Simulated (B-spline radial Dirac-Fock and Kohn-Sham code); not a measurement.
# Electron momentum distribution of Zr³⁹⁺: Compton profiles

System: the Zr³⁹⁺ ion, configuration 1s1.

Input of the calculation (task.json; shells as n, l, electrons):

```json
{"items": [{
  "Z": 40,
  "q": 39,
  "cfg": [[1, 0, 1]],
  "A": 90,
  "rrms": 4.2694,
  "do": ["scatter"],
  "s": [0.0, 0.05, 0.1, 0.15, 0.2, 0.25, 0.3, 0.35, 0.4, 0.45, 0.5, 0.6, 0.7, 0.8, 0.9, 1.0, 1.1, 1.2, 1.4, 1.6, 1.8, 2.0, 2.5, 3.0, 3.5, 4.0, 5.0, 6.0],
  "pz": [0, 0.1, 0.2, 0.3, 0.4, 0.5, 0.6, 0.8, 1.0, 1.2, 1.4, 1.6, 1.8, 2.0, 2.5, 3.0, 4.0, 5.0, 7.0, 10.0, 15.0, 20.0, 30.0, 40.0, 60.0, 100.0],
  "hv_scatter": [1000, 5000, 17479.3, 20000, 30000, 50000, 100000, 200000]
}]}
```

Run with: `python xray_run.py task.json out`

Model: the impulse approximation on Dirac-Fock orbitals of the configuration average with a finite nucleus. Program: a radial atomic solver. pz is in atomic units of momentum; subshell profiles are per electron, for a selection of subshells; open shells are spread over both j values by their weights.

```
 pz    J total   J 1s1/2
  7    0.01877    0.0188
 10    0.01721    0.0172
 15    0.01405    0.0140
 20    0.01082    0.0108
 30   0.005732   0.00573
 40   0.002849   0.00285
 60  0.0007303  0.000730
100  8.135e-05  8.13e-05
```

Question: What is the peak value J(0), and which subshell contributes most to it?

Answer: J(0) = 0.02047. The 1s1/2 subshell gives the largest part, 100 %.

Mean momentum ⟨p⟩ by subshell (a.u.): 1s1/2 35.9.
